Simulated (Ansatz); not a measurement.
`[Cl][Ti]([Cl])([Cl])[SeH]` + `C[SeH]` → `C[Se][Ti]([Cl])([Cl])[Cl]` + H₂Se at 700 K and 1 bar (ligand exchange at a Ti–Se bond).

Gas-phase electronic energies from Ansatz, PBE0-D4/def2-TZVP geometries. CBS: MP2 limit from def2 TZ/QZ plus the TZ coupled-cluster correction, frozen cores. For Se, Ti outer-core shells are correlated without core-valence functions, which leaves a few kJ/mol of doubt a bond. Scalar relativity is left out up to krypton. Each species was taken in one conformer, which may not be the lowest.

```csv
species,CCSD(T)/CBS energy (Eh),H − E (kJ/mol),S (J/(mol·K))
`[Cl][Ti]([Cl])([Cl])[SeH]`,-4629.79564,104.1,504.1
`C[SeH]`,-2441.15625,157.6,325.3
`C[Se][Ti]([Cl])([Cl])[Cl]`,-4669.05809,201.2,572.1
H₂Se,-2401.89790,61.1,251.1
```

H − E and S are ideal-gas, rigid-rotor, harmonic terms from PBE0-D4/def2-TZVP, for one conformer and one mirror image of each species. 1 Eh = 2625.50 kJ/mol, R = 8.31446 J/(mol·K).

Q: By hand: ΔE, ΔH, ΔS and ΔG.

A: ΔE = (-4669.05809) + (-2401.89790) − (-4629.79564) − (-2441.15625) = -0.00410 Eh = -10.8 kJ/mol. Δ(H − E) = 201.2 + 61.1 − 104.1 − 157.6 = 0.6, so ΔH = -10.2 kJ/mol. ΔS = 572.1 + 251.1 − 504.1 − 325.3 = -6.2 J/(mol·K). ΔG = -10.2 − 700 × (-6.2)/1000 = -5.9 kJ/mol.

Q: By hand: the equilibrium constant, and the temperature at which ΔG would vanish if ΔH and ΔS stayed fixed.

A: log₁₀ K = −ΔG/(RT ln 10) = 0.4. ΔG = 0 at ΔH/ΔS = 1645 K, though so small a ΔS makes that figure unsure.

TΔS isn't small against ΔH here. The sign of ΔG lies within the doubt. A doubt of 5 kJ/mol in ΔE shifts log₁₀ K by 0.4 here. Other conformers and mirror images would add mixing entropy, several J/(mol·K) or more a flexible species. Modes under 60 cm⁻¹, often nearly free rotors, make the harmonic entropy too high. These are equilibria of isolated gas molecules and say nothing of rates. Largest T1 diagnostic: 0.025 (customary marks: 0.02 for closed shells, 0.045 for open ones).
